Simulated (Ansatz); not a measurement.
Basis sets compared for Cr(NH)2(OH)2 (CrN2O2H4). Total charge 0; singlet. Geometry B3LYP-D4/def2-SVP. Ansatz on 2 threads of Arm Neoverse V1 on a shared host; times are rough, and most runs start from earlier orbitals.

Cartesian coordinates in Å:
```
Cr 0.089 0.067 0.041
N -1.455 0.279 0.395
N 0.263 -1.177 -0.946
O 1.007 -0.296 1.509
O 0.658 1.549 -0.739
H -2.423 -0.041 0.307
H -0.173 -1.913 -1.508
H 0.638 0.154 2.284
H 1.397 1.377 -1.343
```

The restricted singlet is unstable towards broken spin symmetry in Hartree–Fock (as tested in another run); at PBE-D4/def2-SVP, PBE-D4/def2-TZVP, PBE0-D4/def2-SVP, PBE0-D4/def2-TZVP this wasn't settled. No other spin state of charge 0 was run. Another isomer (singlet) lies 1.18 eV lower at PBE0-D4/def2-TZVP; other spin states weren't run for this one.

Binding counts from free atoms (Cr septet, N quartet, O triplet, H doublet) in the same basis, without a counterpoise term.

```tsv
level	functions	energy (Eh)	HOMO (eV)	LUMO (eV)	binding per atom (eV)	wall time
PBE-D4/def2-SVP	107	-1306.0495	-6.18	-3.00	3.77	2 s
PBE0-D4/def2-SVP	107	-1305.9681	-7.69	-2.35	3.26	2.7 s
```

Q: Estimate the rows for PBE-D4/def2-TZVP (with forces), PBE0-D4/def2-TZVP.

A: 
| level | functions | energy (Eh) | HOMO (eV) | LUMO (eV) | binding per atom (eV) | wall time |
| --- | --- | --- | --- | --- | --- | --- |
| PBE-D4/def2-TZVP (with forces) | 193 | -1306.5224 | -6.55 | -3.34 | 3.76 | 4.2 s |
| PBE0-D4/def2-TZVP | 193 | -1306.4408 | -7.96 | -2.55 | 3.28 | 4.9 s |
